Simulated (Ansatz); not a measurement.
Ansatz (an electronic-structure program) input for WOSFCl, SMILES [O]=[W]([F])(=[S])[Cl], multiplicity 1, CAM-B3LYP/def2-SVPD. Coordinates come from a B3LYP-D3(BJ)/def2-SVP optimisation. The multiplicity is an assumed one; no other spin state was optimised. The structure was generated by enumeration; whether it is a known compound was not checked. The def2 effective core potentials stand for the cores of W; spin–orbit coupling is left out.

Ansatz 0.2 input:
```yaml
crystal:
  periodic: [false, false, false]
  atoms:
    - {symbol: W, position_ang: [0.01899784, -0.13367482, -0.15330349]}
    - {symbol: O, position_ang: [1.21837997, -0.02985723, -1.35404712]}
    - {symbol: S, position_ang: [1.02944145, -0.46884111, 1.69963679]}
    - {symbol: F, position_ang: [-1.09805144, -1.58566615, -0.50493924]}
    - {symbol: Cl, position_ang: [-1.04361647, 1.87666159, -0.02781764]}
basis:
  gaussian:
    orbitals: def2-SVPD
hamiltonian:
  xc: {name: CAM-B3LYP}
```

Log of the run:

```
Functional definition: CAM-B3LYP
integrals: 0.10 GiB planned
1277 factors; their error is unknown
integrals: 0.13 GiB planned
389 factors; integrals over basis functions are off by at most 2.6e-5 eV
mean field: 0.83 GiB planned
mean field evaluation 1: about -29926.8829 eV, gradient 8.2e1 eV
mean field evaluation 2: about -29798.1720 eV, gradient 2.6e2 eV
mean field evaluation 4: about -29939.4837 eV, gradient 2.2e1 eV
mean field evaluation 8: about -29940.2587 eV, gradient 2.0e-1 eV
mean field evaluation 16: about -29940.4243 eV, gradient 3.6e-4 eV
mean field -29940.42430407 eV, -1100.2902988261 hartree, gradient 3.5e-5 eV, S^2 0.000000; 0 other end points of the search recorded, 0 dependent functions left out
reference -29940.42443775 eV, -1100.2903037387 hartree; 32, 32 occupied and 103, 103 virtual orbitals, 1277 factors
Total energy: -29940.42443775 eV, -1100.2903037387 hartree
```

The run converged.

Cost: around 9 core-seconds (rough).
